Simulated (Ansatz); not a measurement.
Cartesian coordinates in Å:
```
F 1.884 0.378 0.411
C 0.813 0.403 -0.468
Ge -0.792 -0.368 0.387
H 1.086 -0.166 -1.360
H 0.633 1.442 -0.761
H -1.156 0.451 1.634
H -1.950 -0.314 -0.624
H -0.517 -1.825 0.781
```

The species carries charge 0 and has multiplicity 1.

Task: List the PBE0/def2-TZVPP orbital energies in eV (Ansatz 0.2.0). (Estimate.)

Result: The calculation gave: Occupied: -10859.92, -1358.20, -1208.01, -1208.01, -1208.01, -673.69, -280.23, -170.92, -120.72, -120.71, -120.70, -33.60, -33.56, -33.55, -33.48, -33.48, -33.35, -19.59, -15.54, -13.93, -13.78, -12.42, -10.20, -9.73, -9.45, -8.50. Lowest empty: 0.78, 1.10, 1.39, 1.66, 2.32, 2.98, 3.01, 5.24.
